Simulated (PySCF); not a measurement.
F+: ionisation energy

F+ [He] 2s2 2p4 (3P) → F(2+) [He] 2s2 2p3 (4S), as a difference of total energies. Computed with PySCF 2.14 in pcseg-2 (4s3p2d1f, 30 functions), with the non-relativistic Hamiltonian (point nucleus). Correlated levels: valence: 1s2 frozen. The calculations carry no spin-orbit coupling.

```tsv
method	ionisation energy (eV)
UHF	33.453
BP86	35.627
TPSS	35.527
MP2 (valence)	34.610
SCS-MP2 (valence)	34.694
CCSD (valence)	34.651
CCSD(T) (valence)	34.673
```

**Question.** How much does correlation contribute at CCSD(T) (valence)?

**Answer.** 34.673 − (33.453) = 1.220 eV, measured against UHF.

Errors of the correlated levels include the incompleteness of this basis and the frozen core.

For comparison: 34.950 eV (measured; NIST levels, between the centres of gravity of the two terms).
